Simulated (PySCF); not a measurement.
hexafluoroacetone (C₃F₆O), SMILES O=C(C(F)(F)F)C(F)(F)F.

Geometry optimised at PBE-D3(BJ)/def2-SVP.

Computed with PBE-D3(BJ)/def2-SVP (PySCF).

Frequencies are harmonic and unscaled.

```tsv
mode	ν (cm⁻¹)	IR (km/mol)	moving atoms (share of kinetic energy)
1	41	0.4	F 59 %, O 38 %
2	42	0.0	F 99 %
3	144	0.5	F 87 %
4	178	5.8	F 69 %, O 23 %
5	241	0.2	F 90 %, C 10 %
6	262	5.2	F 82 %, O 11 %
7	309	0.5	F 92 %
8	356	0.2	O 61 %, F 36 %
9	457	6.1	F 66 %, O 19 %, C 14 %
10	490	5.3	F 86 %, C 13 %
11	515	8.8	F 89 %, C 11 %
12	523	0.0	F 91 %, C 9 %
13	615	2.8	F 63 %, O 20 %, C 17 %
14	699	51.0	F 73 %, C 23 %
15	755	0.2	F 84 %, C 12 %
16	766	9.0	C 73 %, F 24 %
17	958	188.3	C 58 %, F 39 %
18	1134	1.4	C 73 %, F 27 %
19	1174	52.9	C 76 %, F 24 %
20	1196	498.1	C 78 %, F 22 %
21	1219	200.4	C 78 %, F 20 %
22	1259	231.5	C 80 %, F 20 %
23	1302	180.4	C 91 %, F 8 %
24	1843	73.8	C 62 %, O 38 %
```
